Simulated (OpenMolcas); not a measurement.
# Ir⁺: effect of the IPEA shift

- Program: OpenMolcas 26.06
- Basis: ANO-RCC-VQZP [9s8p6d4f2g1h]
- Scalar Hamiltonian: DKH2, point nucleus
- Active space: 8 electrons in 6 orbitals (5d 6s)
- State averaging: 2S+1 = 5 even, 15 roots; 2S+1 = 3 even, 75 roots kept (CI in the orbitals of an earlier block); 2S+1 = 1 even, 49 roots kept (CI in the orbitals of an earlier block)
- Spin-orbit coupling: RASSI with atomic mean-field integrals over the reference wave functions, term energies averaged over their components

Methods on the same reference wave functions:
A. CASSCF
B. MS-CASPT2, IPEA 0.25 Eh, imaginary shift 0.1 Eh (closed shells correlated: 5s 5p)
C. MS-CASPT2, IPEA 0.5 Eh, imaginary shift 0.1 Eh (closed shells correlated: 5s 5p)

Energies in cm⁻¹ above 5d⁷ 6s ⁵F₅, the measured ground level; measured values from NIST Handbook of Basic Atomic Spectroscopic Data.

| Level | A | B | C | Measured |
| --- | --- | --- | --- | --- |
| 5d⁷ 6s ⁵F₅ | 0.0 | 0.0 | 0.0 | 0.0 |
| 5d⁷ 6s ⁵F₄ [74 %] | 5168 | 4920 | 4940 | 4788 |
| 5d⁷ 6s ⁵F₃ | 9113 | 8950 | 8950 | 8187 |
| 5d⁷ 6s ³P₂(1) [51 %] | 9565 | 3930 | 4400 |  |
| 5d⁸ ³F₄ | 12343 | 3390 | 3070 | 2263 |
| 5d⁷ 6s ³F₄(1) [57 %] | 15671 | 12040 | 12420 |  |
| 5d⁷ 6s ⁵P₃ | 17297 | 14310 | 14630 | 12715 |
| 5d⁸ ³F₃ | 20028 | 11610 | 11230 | 9928 |
| 5d⁷ 6s ³G₅ [68 %] | 20652 | 18130 | 18770 | 17478 |
| 5d⁷ 6s ³P₀(1) | 21258 | 15220 | 15920 |  |
| 5d⁷ 6s ³F₃(1) [58 %] | 22035 | 17820 | 18300 |  |
| 5d⁷ 6s ³H₆ | 26515 | 23280 | 23920 |  |
| 5d⁷ 6s ³G₃ | 27100 | 24060 | 24810 |  |
| 5d⁷ 6s ³H₅ [66 %] | 29394 | 25700 | 26350 |  |
| 5d⁶ 6s² ⁵D₃ | 29825 | 23100 | 23030 |  |
| 5d⁷ 6s ³D₃ [63 %] | 31039 | 27310 | 27970 |  |
| 5d⁶ 6s² ⁵D₂ [64 %] | 33392 | 26660 | 26800 |  |

Deviations, from unrounded energies. A percentage is the sum of absolute deviations over the sum of measured energies, with the sign that they share, or ± where signs differ.

```json
{"Against measurement": "mean absolute deviation (cm-1)", "Levels": "6", "A": "4900", "B": "990", "C": "1000"}
{"Against measurement": "fine structure of the ground term (%)", "Levels": "2", "A": "+10.1", "B": "+6.9", "C": "+7.1"}
{"Against measurement": "other terms of the ground configuration (%)", "Levels": "2", "A": "+25.7", "B": "+7.5", "C": "+10.6"}
{"Against measurement": "other configurations (%)", "Levels": "2", "A": "+165.5", "B": "+23.0", "C": "+17.3"}
```

B, C lie about equally close to measurement and A furthest from it. The largest miss of B in the table is 5d⁸ ³F₃, by +1700 cm-1. The ranking rests on the paired levels alone, and a cruder setting can come out closer through cancelling errors.

Between B and C the level of the table that moves most is 5d⁷ 6s ³G₃, by 750 cm-1 (lowest in B, highest in C). Moves below CASPT2's spread within the term are not significant.

The mean deviations of B to C differ by less than CASPT2's widest spread within a term (960 cm-1), so their order carries little weight.

From A to B the spin-free energies of the other terms of 5d⁷ 6s shown, above ⁵F, scale by factors of 0.42 to 0.83.

The lowest spin-free term lies below A's lowest term by 0.501 hartree in B, 0.488 hartree in C.

CASPT2 does not keep the components of a term degenerate, so their means are used; among the terms shown or strongly mixed into the levels shown the widest spread is 960 cm-1 (5d⁷ 6s ⁵F, B). Some levels mix across a computed gap that differs much from the measured one, so their mixing is not that of the real levels. Terms from blocks run as CI alone lack orbitals of their own. Configurations are named by rounded mean occupations; where the s occupation lies near a half they are strongly mixed, a name can repeat and a true partner stay unpaired. A single d shell beside an s shell can misplace configurations of different d count against each other. The CASPT2 spread within a term exceeds the gap to the next term for 5d⁷ 6s ¹G(1) and 5d⁷ 6s ⁵P, so the order of their levels is uncertain (figures for B; the like holds for C). Without dynamic correlation excited terms often stand tens of per cent too high (terms of higher spin than the ground term too low), and those without a measured partner can miss by more than the paired ones (holds for A). Blocks of more than 70 roots (2S+1 = 3 even) ran without multistate coupling (holds for B; C). Some terms miss by over 15 % even with CASPT2, which points to a basis or an active space too small for the shells correlated (holds for C). Measured partners are found by configuration, term and J. A level has none where our copy of the source lacks it or the pairing is in doubt (some pairs that miss far off the trend of their configuration count as doubtful), and it then counts in no deviation. Only configurations of the active space appear. The table leaves out levels that lie high or whose names do not pair safely across all columns.

A share in square brackets marks a mixed level and gives the weight of the term that names it, the lowest over the columns. A number in round brackets counts repeated terms of one configuration in the order of the reference energies.
